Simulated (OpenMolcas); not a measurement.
# Ho2+: effect of the active space

```
Program             : OpenMolcas
Method              : SS-CASPT2 or its RAS form, IPEA 0.25 Eh, imaginary shift 0.1 Eh
Basis               : ANO-R2
Scalar Hamiltonian  : X2C, finite nucleus
Spin-orbit coupling : state interaction with AMFI integrals over the reference wave functions, term energies averaged over their components
```

A. 11 electrons in 7 orbitals (4f); 2S+1 = 4 odd, 35 roots; 2S+1 = 2 odd, 112 roots (96 in the spin-orbit step); closed shells correlated: 5s 5p; CASPT2 step about 70 core-seconds
B. 11 electrons in 12 orbitals (RAS2 4f; RAS3 5d, at most 1 electron); 2S+1 = 4 odd, 35 roots; 2S+1 = 2 odd, 112 roots (84 in the spin-orbit step); 2S+1 = 6 even, 175 roots (105 in the spin-orbit step); 2S+1 = 4 even, 127 roots kept (CI in the orbitals of an earlier block, 76 in the spin-orbit step); 2S+1 = 2 even, 124 roots kept (CI in the orbitals of an earlier block, 0 in the spin-orbit step); closed shells correlated: 5s 5p; CASPT2 step of the order of 7 core-minutes

Energies in cm⁻¹ above 4f¹¹ ⁴I°_15/2, the measured ground level; measured values from Martin, Zalubas and Hagan, Atomic Energy Levels: The Rare-Earth Elements, NSRDS-NBS 60 (1978); whole-number values converted from NIST levels in rydberg listed in Nahar, Atoms 12, 24 (2024).

```
                  Level      A      B  Measured
          4f¹¹ ⁴I°_15/2    0.0    0.0       0.0
          4f¹¹ ⁴I°_13/2   5580   5580      5439
          4f¹¹ ⁴I°_11/2   8830   8850      8644
    4f¹¹ ⁴I°_9/2 [66 %]  10970  11020     10770
    4f¹¹ ⁴F°_9/2 [63 %]  14610  14690     13330
4f¹¹ ²H°_11/2(1) [68 %]  17920  18030     16891
    4f¹¹ ⁴S°_3/2 [72 %]  18000  18160          
           4f¹¹ ⁴F°_7/2  19570  19750     17867
           4f¹¹ ⁴F°_5/2  21250  21660     19375
    4f¹¹ ⁴F°_3/2 [66 %]  21470  21590          
          4f¹¹ ⁴G°_11/2  25840  25910          
    4f¹¹ ²G°_7/2 [69 %]  26510  27320          
          4f¹¹ ²K°_15/2  26580  26560          
    4f¹¹ ⁴G°_9/2 [71 %]  26960  27040     23882
          4f¹¹ ²K°_13/2  31240  31230          
           4f¹¹ ²P°_1/2  31700  31950          
           4f¹¹ ⁴G°_7/2  32560  32830          
           4f¹¹ ⁴G°_5/2  32850  34220
```

Deviations, from unrounded energies. A percentage is the sum of absolute deviations over the sum of measured energies, with the sign that they share, or ± where signs differ.

```json
{"Against measurement": "mean absolute deviation (cm-1)", "Levels": "8", "A": "1200", "B": "1300"}
{"Against measurement": "fine structure of the ground term (%)", "Levels": "3", "A": "+2.1", "B": "+2.4"}
{"Against measurement": "other terms of the ground configuration (%)", "Levels": "5", "A": "+9.8", "B": "+10.8"}
```

A lies closest to measurement on these levels. The largest miss of A in the table is 4f¹¹ ⁴G°_9/2 [71 %], by +3100 cm-1. The ranking rests on the paired levels alone, and a cruder setting can come out closer through cancelling errors.

The spin-orbit steps hold different terms of 4f¹¹ (B lacks a ²D°, ²F°), which shifts levels as well.

The two smallest mean deviations differ by little beside CASPT2's spread within terms, so their order carries little weight.

Between A and B the level of the table that moves most is 4f¹¹ ⁴G°_5/2, by 1400 cm-1 (lowest in A, highest in B). Moves below CASPT2's spread within the term are not significant.

Term energies are means over components that CASPT2 splits; among the terms shown or strongly mixed into the levels shown the widest spread is 610 cm-1 (4f¹¹ ⁴G°, A). High states are left out of the spin-orbit mixing, which shifts the levels that they would mix with. Some levels mix across a computed gap that differs much from the measured one, so their mixing is not that of the real levels. The CASPT2 spread within a term exceeds the gap to the next term for 4f¹¹ ⁴S° and 4f¹¹ ⁴F°, 4f¹¹ ⁴G° and 4f¹¹ ²K°, so the order of their levels is uncertain, and so are names and mixing where such terms share a J (figures for A; the like holds for B). Each CASPT2 term energy is a mean over a sample of three components (holds for B). Measured partners are found by configuration, term and J. A level has none where our copy of the source lacks it or the pairing is in doubt (some pairs that miss far off the trend of their configuration count as doubtful), and it then counts in no deviation. Only configurations of the active space appear. Levels that lie high or do not pair safely by name in every column are left out.

A share in square brackets marks a mixed level and gives the weight of the term that names it, the lowest over the columns. A number in round brackets counts repeated terms of one configuration in the order of the reference energies. ° marks odd parity.
